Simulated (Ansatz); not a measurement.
GaAs₂⁻. The state is a singlet with charge -1. Geometry PBE-D4/def2-TZVPD; atoms count from 1.

Cartesian coordinates in Å:
```
Ga 0.000 0.000 0.000
As -0.734 -2.126 -0.327
As 0.734 2.126 0.327
```

The restricted singlet is unstable towards broken spin symmetry in Hartree–Fock (as tested in another run); at PBE0-D4/def2-TZVPD this wasn't settled. The geometry of the singlet was relaxed on an unsound state (an occupied level 0.44 eV above an empty one). Another isomer (singlet) lies 1.65 eV lower at PBE0-D4/def2-TZVPD; other spin states weren't run for this one.

(1) Estimate the Mulliken populations from the PBE0/def2-TZVPD orbitals of Ansatz.

(2) And the Mayer bond orders between bonded heavy atoms (over 0.3)?

Answers

(1) 
| atom | charge (e) |
| --- | --- |
| Ga1 | -0.42 |
| As2 | -0.29 |
| As3 | -0.29 |
Mulliken values and Mayer orders depend strongly on the basis. With diffuse functions, as here, like atoms can get unlike values, and bond orders can come out too low or too high.

(2) Ga1–As2 1.83 (2.27 Å); Ga1–As3 1.83 (2.27 Å). Values over 0.3 also appear between atoms too far apart for a bond (As2–As3 0.63 at 4.55 Å); they arise where an orbital or an unpaired electron spreads over both atoms.
